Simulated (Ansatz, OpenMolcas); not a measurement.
# AlGeH4F (SMILES [F][AlH][GeH3]): the electronic atomisation energy, rung by rung

AlGeH4F: 7 atoms, total charge 0, spin state singlet. SMILES: `[F][AlH][GeH3]`. The shape is that of a PBE0-D4/def2-TZVP optimisation.

Each level gives the electronic atomisation energy (eV). The values are calculated. Electronic energies at fixed atoms, without zero-point motion or spin-orbit coupling.

| level | kind | program | value (eV) | less CCSD(T)/def2-SVPD | CPU time (all runs) |
| --- | --- | --- | --- | --- | --- |
| PBE/def2-SVPD | GGA | OpenMolcas | 20.20 | +0.50 | 84 s |
| revPBE/def2-SVPD | GGA | OpenMolcas | 19.60 | -0.10 | 85 s |
| M06-L/def2-SVPD | meta-GGA | OpenMolcas | 20.62 | +0.92 | 1.8 min |
| B3LYP/def2-SVPD | global hybrid | OpenMolcas | 20.20 | +0.50 | 84 s |
| BHLYP/def2-SVPD | global hybrid | OpenMolcas | 19.91 | +0.21 | 75 s |
| PBE0/def2-SVPD | global hybrid | Ansatz | 20.05 | +0.35 | 15 s |
| CCSD(T)/def2-SVPD | coupled cluster or CI | Ansatz | 19.70 | 0.00 | 55 s |
| CCSD/def2-SVPD | coupled cluster or CI | Ansatz | 19.54 | -0.16 | 39 s |

CCSD(T)/def2-SVPD is the highest level here, not the true value. All-electron rows without a relativistic Hamiltonian named are non-relativistic. Correlated wave functions underbind in double-zeta sets. The values span 19.54 to 20.62 eV. In the correlated wave-function rows the outer d shell of Ge is correlated, in sets not made for it. Times are those of the runs behind each value, whatever else they computed, on shared processors of several kinds: orders of magnitude only.
